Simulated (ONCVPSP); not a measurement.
## potassium (K): one change to an ONCV potential, before and after

```
Element                 : K (Z = 19)
Generator               : ONCVPSP 4.0.1
Type                    : optimised norm-conserving Vanderbilt (ONCV)
Functional              : PBE
Relativity              : scalar-relativistic
Frozen core             : [Ne]
Valence charge          : 9
Reference configuration : 3s2 3p6 3d1
Partial waves           : 3s: rc 1.35 bohr, ncon 3, nbas 7, qcut 4.4 1/bohr, 2 projectors, debl 3.7 Ha; 3p: rc 1.50 bohr, ncon 4, nbas 7, qcut 5 1/bohr, 1 projector; 3d: rc 4.00 bohr, ncon 5, nbas 10, qcut 2.1 1/bohr, 2 projectors, debl 1.3 Ha; f scattering state at 0.13 Ha: rc 3.05 bohr, ncon 4, nbas 7, qcut 3.6 1/bohr, 2 projectors, debl 2.5 Ha
Local potential         : polynomial inside 1.00 bohr (lpopt 2, dvloc0 4 Ha)
Core correction         : Teter function, fcfact 3.5, rcfact 1.55
```

Change: reference 3s2 3p6 4s1; waves 3s+4s: rc 1.35 bohr, ncon 3, nbas 7, qcut 4.4 1/bohr, 2 projectors; d scattering state at 0.43 Ha: rc 4.00 bohr, ncon 5, nbas 10, qcut 2.1 1/bohr, 2 projectors, debl 1.3 Ha.

Cutoffs: the cutoffs (Ha) at which the residual kinetic energy of the hardest occupied pseudo-wave falls to 1 and 0.1 mHa per electron; they do not see the model core or the augmentation charge, which bear on the density cutoff. Errors are all-electron minus pseudo energies relative to the spin-unpolarised reference configuration.

Task: What does the change do?

Result: The potential gets neither clearly harder nor softer (68 Ha and 111 Ha → 68 Ha and 111 Ha); the bound ghost in d, f disappears; the lowest positive-energy flag moves from none to d at 52.5 eV; the number of tests with a reliable result goes from 3 to 4.

| quantity | base | changed |
| --- | --- | --- |
| cutoff, loose | 68 Ha | 68 Ha |
| cutoff, tight | 111 Ha | 111 Ha |
| bound ghosts | d, f | none |
| GHOST(+) flags under 300 eV | none | d at 52.5 eV, d at 229.1 eV |
| tests with a reliable result | 3 of 4 | 4 of 4 |
| s: phases at 1.37 bohr within 0.05 rad from the reference energy up to (Ha; the scan ends near 5) | to the end of the scan | to the end of the scan |
| p: phases at 1.52 bohr within 0.05 rad from the reference energy up to (Ha; the scan ends near 5) | 2.9 | 3.0 |
| d: phases at 4.06 bohr within 0.05 rad from the reference energy up to (Ha; the scan ends near 5) | 0.0 | 0.5 |
| f: phases at 3.10 bohr within 0.05 rad from the reference energy up to (Ha; the scan ends near 5) | 4.6 | 4.6 |
| rms error of d²Exc/dni dnj with the model core, mHa | 1.70 | 1.60 |

 A true bound ghost makes a file unfit for plane-wave use even where its test errors are small: the radial tests pick states by their node count and pass the ghost by.
